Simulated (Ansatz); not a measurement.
One change: `N[Si](F)([SiH3])S` becomes `F[SiH]([SiH3])S`.

Ansatz, PBE0-D4/def2-TZVP geometries, multiplicity 1. Each molecule was computed in one conformer, which needn't be the lowest.

```tsv
property	`N[Si](F)([SiH3])S`
LUMO energy (PBE0/def2-TZVPP) / eV	-0.13
HOMO energy (B3LYP/def2-TZVPP) / eV	-7.24
HOMO energy (PBE0/def2-TZVPP) / eV	-7.48
size of the dipole moment (PBE/def2-TZVPP) / D	2.60
HOMO energy (PBE/def2-TZVPP) / eV	-6.28
size of the dipole moment (B3LYP/def2-TZVPP) / D	2.63
```

Question: What does the change do to each property? (Best estimate.)

Answer: The calculation gave: 
```json
{"property": "LUMO energy (PBE0/def2-TZVPP) / eV", "`F[SiH]([SiH3])S`": "-0.45", "shift": "-0.32"}
{"property": "HOMO energy (B3LYP/def2-TZVPP) / eV", "`F[SiH]([SiH3])S`": "-7.62", "shift": "-0.38"}
{"property": "HOMO energy (PBE0/def2-TZVPP) / eV", "`F[SiH]([SiH3])S`": "-7.87", "shift": "-0.39"}
{"property": "size of the dipole moment (PBE/def2-TZVPP) / D", "`F[SiH]([SiH3])S`": "1.28", "shift": "-1.32"}
{"property": "HOMO energy (PBE/def2-TZVPP) / eV", "`F[SiH]([SiH3])S`": "-6.67", "shift": "-0.39"}
{"property": "size of the dipole moment (B3LYP/def2-TZVPP) / D", "`F[SiH]([SiH3])S`": "1.37", "shift": "-1.26"}
```

With PBE0 the HOMO falls by 0.39 eV and the LUMO falls by 0.32 eV, so the gap widens by about 0.07 eV. PBE moves the HOMO by -0.39 eV and ωB97M-V by -0.40 eV. Dipoles are sizes alone; their direction can turn.

B3LYP here is the variant with VWN-RPA as its local correlation; programs differ in this.
